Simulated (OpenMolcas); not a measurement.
An OpenMolcas run meant for Sn3+ (ANO-RCC-VQZP, DKH3; inactive shells 1s 2s 2p 3s 3p 3d 4s 4p 4d; intended active space 1 electron in 4 orbitals (5s 5p)). One step of its input:

```
&RASSCF
FileOrb=start.orb
Symmetry=1
Spin=2
nActEl=1 0 0
Inactive=14 9
Ras2=1 3
CIRoot=3 3 1
SDav=3
CIMx=300
Iter=74 100
PrWF=0.3
OrbListing=Nothing
MaxOrb=0
Atom
CIOnly
>>> COPY $Project.JobIph JOB002
```

Lines from the output:

```
...
      Number of secondary orbitals              66
      Spin quantum number                      0.5
      State symmetry                             1
Orbital specifications:
      -----------------------

      Symmetry species                           1   2
                                                ag  au
      Frozen orbitals                            0   0
      Inactive orbitals                         14   9
      Active orbitals                            1   3
      RAS1 orbitals                              0   0
      RAS2 orbitals                              1   3
      RAS3 orbitals                              0   0
      Secondary orbitals                        36  30
      Deleted orbitals                           0   0
      Number of basis functions                 51  42
      Number of CSFs                             1
      Number of root(s) required                 3
 ************ ERROR ***********
  You can't ask for more roots
  than there are configurations
 ******************************
--- Stop Module: rasscf at  /rc=_RC_INPUT_ERROR_ ---
.####################.
.# User input error #.
.####################.
```

Task: What is wrong with the input?

Result: The state symmetry names the wrong parity for these configurations.
